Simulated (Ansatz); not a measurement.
`[SiH3]N1CSC1` + `OC(F)F` → `FC(F)O[SiH3]` + `C1NCS1`  (ligand exchange at the Si–N bond)

Program: Ansatz. Geometries: PBE0-D4/def2-TZVP. ΔE: electronic, gas phase. CCSD(T)/CBS is the MP2 limit (def2-TZVPP, def2-QZVPP) plus CCSD(T) − MP2 in def2-TZVPP, frozen cores. DFT in def2-TZVPP. B3LYP here is the variant with VWN-RPA as its local correlation; programs differ in this. Each species was taken in one conformer, which may not be the lowest.

`[SiH3]N1CSC1`:

```xyz
12

Si   -0.810   -0.174    1.427
N     0.036   -0.170   -0.069
C    -0.494    0.100   -1.394
S     1.187    0.291   -2.089
C     1.452    0.065   -0.293
H    -2.108   -0.863    1.207
H     0.028   -0.901    2.415
H    -1.098    1.185    1.978
H    -1.084    1.021   -1.480
H    -1.054   -0.732   -1.831
H     1.854    0.967    0.182
H     2.091   -0.789   -0.052
```

`OC(F)F`:

```xyz
6

O     0.404   -0.916    0.427
C    -0.283    0.074   -0.172
F     0.443    0.653   -1.159
F    -0.577    1.069    0.699
H     1.220   -0.552    0.793
H    -1.207   -0.328   -0.589
```

`FC(F)O[SiH3]`:

```xyz
9

F     1.893   -0.759   -0.254
C     0.863   -0.302   -1.004
F     0.064   -1.376   -1.239
O     0.192    0.665   -0.361
Si   -0.849    0.450    0.934
H     1.255    0.060   -1.956
H    -1.004    1.808    1.496
H    -0.262   -0.477    1.929
H    -2.152   -0.068    0.455
```

`C1NCS1`:

```xyz
9

C    -0.828   -0.744    0.115
N    -0.072    0.097   -0.810
C     0.969    0.548    0.108
S     0.553   -0.763    1.313
H    -1.080   -1.730   -0.282
H    -1.726   -0.277    0.537
H    -0.613    0.848   -1.218
H     1.982    0.472   -0.292
H     0.815    1.549    0.528
```

```
             level  ΔE (kJ/mol)  difference from CCSD(T)/CBS
           PBE0-D4        -28.6                          6.8
          B3LYP-D4        -31.9                          3.5
           ωB97M-V        -35.1                          0.3
               PBE        -30.6                          4.8
            r2SCAN        -36.1                         -0.7
             B3LYP        -37.5                         -2.1
    MP2/def2-TZVPP        -32.3                          3.1
SCS-MP2/def2-TZVPP        -35.5                         -0.1
   CCSD/def2-TZVPP        -36.0                         -0.6
     MP2/CBS(def2)        -33.2                          2.2
       CCSD(T)/CBS        -35.4                            0
```

Largest T1 diagnostic among the species: 0.012.

The D4 term adds +5.5 kJ/mol with B3LYP and +3.2 kJ/mol with PBE0; it sums over pairs of atoms, weighted by their polarisabilities, and B3LYP, whose exchange is more repulsive, gets the larger term. In def2-TZVPP, CCSD(T) changes the Hartree–Fock value by +9.9 kJ/mol (the triples alone add +1.5 kJ/mol) and MP2 by +12.1 kJ/mol.
